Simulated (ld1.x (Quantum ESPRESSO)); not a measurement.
**argon, TM: configuration errors across variants**

| Item | Value |
| --- | --- |
| Element | argon |
| Generator | ld1.x (Quantum ESPRESSO) 7.5 |
| Type | norm-conserving Troullier–Martins (Kleinman–Bylander form) |
| Functional | PBE |
| Relativity | non-relativistic |
| Frozen core | [Ne] |
| Valence charge | 8 |
| Reference configuration | 3s2 3p5.5 (charge +0.5) |
| Partial waves | 3s (bound): rc 1.10 bohr; 3d channel at 0.05 Ry: rc 1.45 bohr; 3p (bound): rc 1.40 bohr |
| Local potential | the p channel |
| Core correction | a·sin(br)/r model core inside 0.95 bohr |

All-electron excitation energies from the reference (eV): (1) 3s2 3p6 -6.555; (2) 3s2 3p5 9.519; (3) 3s2 3p4 38.190; (4) 3s1 3p6 23.876; (5) 3s2 3p2 138.403; (6) 3s2 3p3 80.776.

1 further variants failed, have other tests or another functional or relativity, and are left out.

Errors AE − PS in meV (a dash: test not solved or not reliable):

| change | (1) | (2) | (3) | (4) | (5) | (6) | bound ghosts |
| --- | --- | --- | --- | --- | --- | --- | --- |
| base | +0.7 | +1.2 | +16 | +0.7 | +160 | +61 | none |
| wave 3d channel at 0.05 Ry: rc 1.45 bohr becomes 3d channel at 0.93 Ry: rc 1.45 bohr | +0.7 | +1.2 | +16 | +0.7 | +160 | +61 | none |
| wave 3d channel at 0.05 Ry: rc 1.45 bohr becomes 3d channel at 0.05 Ry: rc 1.68 bohr | +0.7 | +1.2 | +16 | +0.7 | +160 | +61 | none |
| wave 3p (bound): rc 1.40 bohr becomes 3p (bound): rc 1.80 bohr | +1.1 | +1.5 | +18 | +5.5 | +140 | +61 | none |
| all radii but the core radius scaled by about 1.38 (s 1.52, p 1.92, d 2.00 bohr) | +1.3 | +1.9 | +21 | +1.5 | +164 | +72 | none |

(1) Give the same row for: local potential all-electron potential smoothed inside 0.85 bohr (lloc = -1).

Results:

(1) +1.3, +2.0, +26, +2.6, +255, +99; bound ghosts: none.
